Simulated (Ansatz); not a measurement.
Consider the substitution at a C–C bond: `CC1(F)[SiH2]S1` + `CNBN` → `CN(C)BN` + `FC1[SiH2]S1`.

Isolated molecules relaxed with PBE0-D4/def2-TZVP in Ansatz; ΔE leaves out vibrations. CCSD(T)/CBS is the MP2 limit (def2-TZVPP, def2-QZVPP) plus CCSD(T) − MP2 in def2-TZVPP, frozen cores. DFT in def2-TZVPP. One conformer a species, not always the lowest.

`CC1(F)[SiH2]S1`:

Cartesian coordinates in Å:
```
C -1.197 0.657 -0.322
C 0.118 -0.033 -0.508
F 0.708 0.389 -1.677
Si 1.259 -0.620 0.839
S 0.098 -1.884 -0.363
H -1.044 1.739 -0.306
H -1.663 0.353 0.614
H -1.875 0.413 -1.145
H 2.717 -0.562 0.607
H 0.879 -0.453 2.261
```

`CNBN`:

Z-matrix (Å, degrees):
```
C
N 1 1.440
H 1 1.096 2 112.2
H 1 1.096 2 112.2 3 121.6
H 1 1.091 2 109.0 3 -119.2
B 2 1.407 1 125.7 3 119.2
H 2 1.008 1 114.2 3 -60.8
N 6 1.411 2 123.0 1 -180.0
H 6 1.201 2 118.5 1 0.0
H 8 1.005 6 124.6 2 -0.0
H 8 1.002 6 121.8 2 -180.0
```

`CN(C)BN`:

```xyz
14

C     1.068    0.065   -0.918
N     0.207   -0.047    0.227
C     0.923   -0.259    1.457
B    -1.201    0.042    0.188
N    -1.954    0.255   -0.987
H     0.495    0.212   -1.833
H     1.759    0.913   -0.818
H     1.677   -0.839   -1.049
H     0.221   -0.337    2.286
H     1.519   -1.181    1.421
H     1.614    0.569    1.667
H    -1.798   -0.071    1.223
H    -1.576    0.368   -1.910
H    -2.954    0.308   -0.955
```

`FC1[SiH2]S1`:

```xyz
7

F     1.947   -0.212    0.228
C     0.631   -0.546    0.376
Si   -0.685    0.603   -0.250
S    -0.169   -1.224   -1.136
H     0.508   -1.189    1.243
H    -0.244    1.852   -0.904
H    -1.987    0.717    0.445
```

(1) Is it downhill or uphill in electronic energy at CCSD(T)/CBS, and by how much? (Estimate.)

(2) What do these levels give: PBE-D4, ωB97X-V, ωB97M-V, CCSD/def2-TZVPP, MP2/def2-QZVPP, SCS-MP2/def2-QZVPP? (An estimate is asked.)

Largest T1 diagnostic among the species: 0.014.

## Answers

(1) Ansatz gave: Uphill: ΔE = +43.5 kJ/mol.

(2) The calculation gave: PBE-D4 41.4, ωB97X-V 42.0, ωB97M-V 43.4, CCSD/def2-TZVPP 41.3, MP2/def2-QZVPP 45.2, SCS-MP2/def2-QZVPP 43.7 kJ/mol.
